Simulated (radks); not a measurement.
Results of a calculation; reference values are marked as such.
Problem. The tellurium anion Te2-, [Xe], held by a Watson sphere: a shell of charge +2.71 at radius R that stands for the Madelung well of a crystal (potential energy -2.71/R inside, -2.71/r outside, in hartree with lengths in bohr). Level of theory: scalar-relativistic Kohn-Sham, LB94 model potential, spin-polarised, spherical densities, point nucleus (a radial shooting solver on a logarithmic mesh with Libxc functionals). Response by self-consistent Sternheimer equations with the Hartree and adiabatic LDA kernel, the relativistic mass of each level held fixed and spin-orbit coupling left out. The sphere does not respond.

| R (bohr) | e(4d) (eV) | e(5s) (eV) | e(5p) (eV) | <r> 5p (bohr) | sum of <r^2> (bohr^2) | X-ray form factor at sin(theta)/lambda = 0.2 1/angstrom | alpha (bohr^3) |
|---|---|---|---|---|---|---|---|
| 2.94 | -52.227 | -25.097 | -15.978 | 2.639 | 76.78 | 41.722 | 41.08 |
| 3.31 | -51.176 | -23.773 | -14.823 | 2.730 | 80.60 | 41.669 | 49.52 |
| 4.96 | -47.487 | -19.506 | -10.647 | 3.010 | 93.86 | 41.666 | 100.1 |
| 5.8 | -46.060 | -18.006 | -9.107 | 3.093 | 98.67 | 41.683 | 132.6 |

Estimate the row for R = 2.99 bohr.

Solution. e(4d) (eV) -52.076; e(5s) (eV) -24.908; e(5p) (eV) -15.819; <r> 5p (bohr) 2.652; sum of <r^2> (bohr^2) 77.31; X-ray form factor at sin(theta)/lambda = 0.2 1/angstrom 41.713; alpha (bohr^3) 42.15.
